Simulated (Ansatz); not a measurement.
B2F2H6Si2, SMILES `B[SiH2]B[SiH](F)F`. Total charge 0; spin multiplicity 1.

```xyz
12

B     0.619   -1.243    1.780
Si    0.862    0.631    1.079
B     0.572    0.284   -0.867
Si   -1.258    0.329   -1.683
F    -1.476   -0.867   -2.715
F    -2.391    0.151   -0.573
H     1.561   -1.948    1.982
H    -0.478   -1.680    1.953
H    -0.191    1.531    1.628
H     2.210    1.187    1.377
H     1.506    0.021   -1.566
H    -1.535    1.602   -2.396
```

What are the harmonic wavenumbers in cm⁻¹ at PBE0-D4/def2-TZVP (Ansatz, finite differences of forces, unscaled)? (An estimate is asked.)

Computed: 13, 37, 82, 108, 132, 221, 263, 323, 450, 470, 531, 608, 622, 700, 709, 743, 808, 830, 862, 907, 927, 956, 958, 1152, 2201, 2213, 2225, 2596, 2633, 2694.
